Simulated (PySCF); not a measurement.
**How methods differ on the ionisation energy of Ge²¹⁺**

Ge²¹⁺ [Ne] 3s1 [3s1/2^1, M_J = 1/2] → Ge²²⁺ [Ne], as a difference of total energies. Calculation: PySCF 2.14, in an even-tempered Gaussian basis (19 s from 2.5 bohr⁻², ratio 2.4; 13 p from 3.2 bohr⁻², ratio 2.4; 5 d from 11 bohr⁻², ratio 2.6; 4 f from 16 bohr⁻², ratio 2.6); the two-component X2C-1e Hamiltonian. Correlated levels: 1s2 frozen; the 52 highest virtual spinors dropped. "Screened" scales the spin-orbit matrix elements by Boettger's factors to mimic the two-electron term; Breit and QED terms are absent.

```json
{"method": "GHF (screened spin-orbit)", "ionisation energy (eV)": "879.79", "difference from reference (eV)": "-0.65"}
{"method": "GMP2 (screened spin-orbit)", "ionisation energy (eV)": "880.42", "difference from reference (eV)": "-0.02"}
```

Reference: 880.44 eV (semi-empirical (NIST evaluation); NIST Atomic Spectra Database, ionization energies).

Breit and QED terms and the two-electron picture change are absent.
